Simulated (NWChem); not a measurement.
Species: Mg

All runs: NWChem. Ions are spin-unrestricted doublets at the neutral geometry; other ion states weren't tried.

What does the run give for CAM-B3LYP/aug-cc-pVDZ? Quantities: vertical ionisation energy, ΔSCF (eV); −ε(HOMO) (eV).


```json
{
 "vertical ionisation energy, ΔSCF (eV)": "7.74",
 "−ε(HOMO) (eV)": "6.51"
}
```
